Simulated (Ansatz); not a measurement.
Calculated with Ansatz (gas phase, PBE0-D4/def2-TZVP geometries, no zero-point term in ΔE). CCSD(T)/CBS is the MP2 limit (def2-TZVPP, def2-QZVPP) plus CCSD(T) − MP2 in def2-TZVPP, frozen cores. Functionals use def2-TZVPP. Each species was taken in one conformer, which may not be the lowest.

Reaction (isomerisation): `N[Si]1(F)COC1` → `C=C[Si](N)(O)F`

```json
{"level": "PBE", "ΔE (kJ/mol)": "-200.7"}
{"level": "HF/def2-TZVPP", "ΔE (kJ/mol)": "-253.3"}
```

**Question.** What does CCSD(T)/CBS give? (Estimate.)

**Answer.** Computed: -235.5 kJ/mol. The listed levels differ from it by 34.8, -17.8 kJ/mol.

Largest T1 diagnostic among the species: 0.011.

In def2-TZVPP, CCSD(T) changes the Hartree–Fock value by +19.7 kJ/mol (the triples alone add +1.5 kJ/mol) and MP2 by +17.7 kJ/mol. From PBE to PBE0 (25 % exact exchange), in def2-TZVPP and without D4, ΔE moves by −5.6 kJ/mol.
